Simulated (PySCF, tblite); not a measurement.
Isomers of C5H4F4O2, one GFN2-xTB conformer each. Single-point energies are computed at PBE0/pcSseg-1 (PySCF, gas phase, no added dispersion term), electronic only.

Question: Rank them by PBE0/pcSseg-1 energy, lowest first (kJ/mol).
A. `[F:1][C@@H:2]1[CH:3]=[CH:4][O:5][C@H:6]1[O:7][C:8]([F:9])([F:10])[F:11]` with O5–C6–O7–C8 -64°
B. `[F:1]/[CH:2]=[CH:3]\[O:4]/[CH:5]=[C:6](/[F:7])[O:8][CH:9]([F:10])[F:11]` with C2–C3–O4–C5 -5°, C3–O4–C5–C6 170°, C5–C6–O8–C9 134°, C6–O8–C9–F10 -77°

Answer: A (0.0), B (188.6).

GFN2-xTB itself gives, in the same order: 0.0, 162.2. Both levels put the same isomer lowest.

Q: Which frontier levels, dipoles and rotational constants go with these structures?

A: 
```
                     SMILES  HOMO (eV, PBE0/pcSseg-1)  LUMO (eV)  dipole (D)       A, B, C (MHz)
F[C@@H]1C=CO[C@H]1OC(F)(F)F                     -7.66      -0.44        2.42  2218, 716.2, 631.2
      F/C=C\O/C=C(/F)OC(F)F                     -6.63      -0.03        1.86  2488, 457.8, 414.9
```

Q: What happens when harmonic zero-point energies from GFN2-xTB frequencies are added?

A: 
```json
{"SMILES": "F[C@@H]1C=CO[C@H]1OC(F)(F)F", "ZPE (kJ/mol)": "236.4", "electronic (kJ/mol)": "0.0", "with ZPE (kJ/mol)": "0.0"}
{"SMILES": "F/C=C\\O/C=C(/F)OC(F)F", "ZPE (kJ/mol)": "230.0", "electronic (kJ/mol)": "188.6", "with ZPE (kJ/mol)": "182.2"}
```

The zero-point energies span 6.4 kJ/mol. The order is unchanged.
